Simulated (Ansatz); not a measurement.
One change: `C[S][Ge][SH]` becomes `C[S][Ge][S]C`.

Ansatz, PBE0-D4/def2-TZVP geometries, multiplicity 1. Each molecule was computed in one conformer, which needn't be the lowest.

Scalar relativity is left out up to krypton.

| property | `C[S][Ge][SH]` |
| --- | --- |
| HOMO–LUMO gap (B3LYP/def2-TZVPP) / eV | 4.53 |
| size of the dipole moment (ωB97M-V/def2-TZVPP) / D | 2.22 |
| HOMO energy (PBE/def2-TZVPP) / eV | -5.98 |
| HOMO–LUMO gap (PBE0/def2-TZVPP) / eV | 4.93 |
| LUMO energy (PBE/def2-TZVPP) / eV | -2.83 |
| HOMO energy (ωB97M-V/def2-TZVPP) / eV | -9.12 |

Question: What does the change do to each property? (Best estimate.)

Answer: Ansatz gave: 
```tsv
property	`C[S][Ge][S]C`	shift
HOMO–LUMO gap (B3LYP/def2-TZVPP) / eV	4.55	0.02
size of the dipole moment (ωB97M-V/def2-TZVPP) / D	1.66	-0.56
HOMO energy (PBE/def2-TZVPP) / eV	-5.78	0.20
HOMO–LUMO gap (PBE0/def2-TZVPP) / eV	4.94	0.01
LUMO energy (PBE/def2-TZVPP) / eV	-2.60	0.23
HOMO energy (ωB97M-V/def2-TZVPP) / eV	-8.93	0.19
```

Dipoles are sizes alone; their direction can turn.

B3LYP here is the variant with VWN-RPA as its local correlation; programs differ in this.
